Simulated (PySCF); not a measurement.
C6H4FS (doublet state).
SMILES with atom numbers: `[F:1][c:2]1[cH:3][cH:4][cH:5][cH:6][c:7]1[S:8]` (hydrogens: H9 on C3; H10 on C4; H11 on C5; H12 on C6)

Structure used (GFN2-xTB), in Å, numbered top down from 1:
```xyz
12
C6H4FS angstrom
F      1.1600   -2.3948    0.1843
C      0.5587   -1.1985    0.0903
C     -0.8188   -1.1482    0.0385
C     -1.4508    0.0812   -0.0590
C     -0.6983    1.2484   -0.1039
C      0.6773    1.1945   -0.0512
C      1.3433   -0.0351    0.0483
S      3.0598   -0.1069    0.1165
H     -1.3788   -2.0691    0.0750
H     -2.5275    0.1274   -0.0997
H     -1.1931    2.2042   -0.1803
H      1.2693    2.0961   -0.0848
```

The calculation used PySCF, UKS B3LYP, pcH-1 on C F H S, non-relativistic, mean-field spin-orbit, GIAO. Geometry: GFN2-xTB; no solvent, vibrations or thermal averaging. Couplings are sensitive to structure, and on GFN2-xTB geometries they can be far from those on DFT ones, by a factor of two or more for some ions and for spin on atoms past the first row.

Output of the driver script. Atoms in this output count from 0.

```
UKS, coarse grid
  cycle   1  E = -728.99815997  |g| = 3.95e-01
  cycle   2  E = -728.92166110  |g| = 6.13e-01
  cycle   3  E = -729.06324476  |g| = 8.18e-02
  cycle   4  E = -729.06608099  |g| = 4.58e-02
  cycle   5  E = -729.06719440  |g| = 1.45e-02
  cycle   6  E = -729.06731660  |g| = 6.89e-03
  cycle   7  E = -729.06735529  |g| = 3.43e-03
  cycle   8  E = -729.06736587  |g| = 1.55e-03
  cycle   9  E = -729.06736994  |g| = 5.33e-04
UKS, final grid
  cycle   1  E = -729.06739530  |g| = 6.96e-04
  cycle   2  E = -729.06739497  |g| = 1.21e-03
  cycle   3  E = -729.06739573  |g| = 1.45e-04
  cycle   4  E = -729.06739578  |g| = 1.39e-04
  cycle   5  E = -729.06739582  |g| = 4.49e-05
  cycle   6  E = -729.06739582  |g| = 1.37e-05
E = -729.06739582 Eh   <S^2> = 0.7645 (exact 0.7500)
g shifts (ppm)      1          2          3
  rmc          -215       -215       -215
  gc             -5         49         45
  oz_so          26      10764     166906
  total        -194      10598     166736
hyperfine (MHz)  atom isotope    a_iso     a_fc   dipolar eigenvalues
    0   19F      20.02      20.02    -46.27    -34.67     80.94
    1   13C      15.53      15.53    -13.98    -13.05     27.04
    2   13C     -14.19     -14.19    -10.84      4.93      5.91
    3   13C      16.13      16.13    -14.89    -13.53     28.42
    4   13C     -13.36     -13.36     -9.68      4.37      5.31
    5   13C      11.13      11.13    -11.43    -11.03     22.46
    6   13C     -22.74     -22.74     -5.55      1.82      3.73
    7   33S      14.75      14.75    -70.40    -69.92    140.32
    8    1H       4.11       4.11     -1.75     -0.60      2.36
    9    1H     -12.15     -12.15     -7.33     -0.47      7.80
   10    1H       3.84       3.84     -1.68     -0.28      1.96
   11    1H     -10.05     -10.05     -2.78     -2.18      4.96
```

Question: Find the weak point of this converged calculation.

Answer: The largest g shift is +0.167, past the limit of 0.03 at which the run flags a species of elements up to argon. The orbital-Zeeman/spin–orbit term is second order, a sum of spin–orbit matrix elements over excitation energies, so it grows and becomes less reliable as an excited state comes close; a shift this large should be checked with a method that treats spin–orbit coupling variationally or among several states. The contact and dipolar couplings don't rest on that expansion, but they belong to the state that the SCF found, and a close-lying state with the spin in another orbital would have other couplings; no stability test was run. The run left out the spin–orbit part of the hyperfine coupling.

Question: Where is the spin in this solution (atoms counted from 1)?

Answer: Largest spin populations (Mulliken): S8 (+0.77), C4 (+0.19), C2 (+0.15) and C6 (+0.14). The positive populations add up to 1.27 and the negative ones to -0.27, together 2S = 1. ⟨S²⟩ = 0.7645 against the exact 0.7500, so spin contamination is small. 

Question: Average a_iso over equivalent nuclei, turn it into first-order splittings with g = 2.0023, and give the multiplets for abundant isotopes (0.05 mT or more).

Answer: 
```csv
nuclei (from 1),isotope,I,position,a_iso (MHz),|a| (mT),splits into
F1,19F,1/2,3 bonds from S8,20.0,0.71,1:1 doublet
H10,1H,1/2,"5 bonds from S8, on C4 of spin population +0.19",-12.2,0.43,1:1 doublet
H12,1H,1/2,"3 bonds from S8, on C6 of spin population +0.14",-10.0,0.36,1:1 doublet
H9,1H,1/2,4 bonds from S8,4.1,0.15,1:1 doublet
H11,1H,1/2,4 bonds from S8,3.8,0.14,1:1 doublet
```

The run took 1.9 min wall (with the writing of density and orbital grids) on one thread of an Intel Xeon at 2.50 GHz, shared host with 64 logical CPUs at a one-minute load of 62, and the process peaked at 0.91 GiB of memory.
